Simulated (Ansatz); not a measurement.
Reaction (hydrogenolysis of a Ga–Cl bond): `[F][Ga]([F])[Cl]` + H₂ → `[F][GaH][F]` + HCl

Gas-phase electronic energies from Ansatz, PBE0-D4/def2-TZVP geometries. CCSD(T)/CBS adds triple-zeta CCSD(T) − MP2 to the extrapolated MP2 energy (def2 sets, frozen cores). This one scheme is used for every species. Functionals use def2-TZVPP. For Ga outer-core shells are correlated without core-valence functions, which leaves a few kJ/mol of doubt a bond. Scalar relativity is left out up to krypton.

`[F][Ga]([F])[Cl]`:

Z-matrix (Å, degrees):
```
Ga
F 1 1.729
Cl 1 2.096 2 121.7
F 1 1.729 2 116.7 3 180.0
```

H₂:

```xyz
2

H     0.308   -0.211    0.006
H    -0.308    0.211   -0.006
```

`[F][GaH][F]`:

Cartesian coordinates in Å:
```
F 0.607 0.989 1.222
Ga 0.043 -0.002 -0.094
F -1.333 -0.965 0.361
H 0.683 -0.022 -1.489
```

HCl:

```xyz
2

Cl    0.545    0.311    0.126
H    -0.545   -0.311   -0.126
```

CCSD(T)/CBS gives +17.6 kcal/mol.

**Question.** Another level gave +17.8 kcal/mol. Which?
A. PBE0/def2-TZVPP
B. CCSD(T)/def2-TZVPP
C. MP2/def2-TZVPP
D. BLYP/def2-TZVPP

**Answer.** B. CCSD(T)/def2-TZVPP 17.8, PBE0 16.6, BLYP 15.6, MP2/def2-TZVPP 19.4 kcal/mol.

Largest T1 diagnostic among the species: 0.015.

At CCSD(T), def2-SVP lies +1.2 kcal/mol from the extrapolated value and def2-TZVPP +0.3 kcal/mol. The D4 term adds +1.2 kcal/mol with B3LYP and +0.6 kcal/mol with PBE0; it sums over pairs of atoms, weighted by their polarisabilities, and B3LYP, whose exchange is more repulsive, gets the larger term.

B3LYP here is the variant with VWN-RPA as its local correlation; programs differ in this.
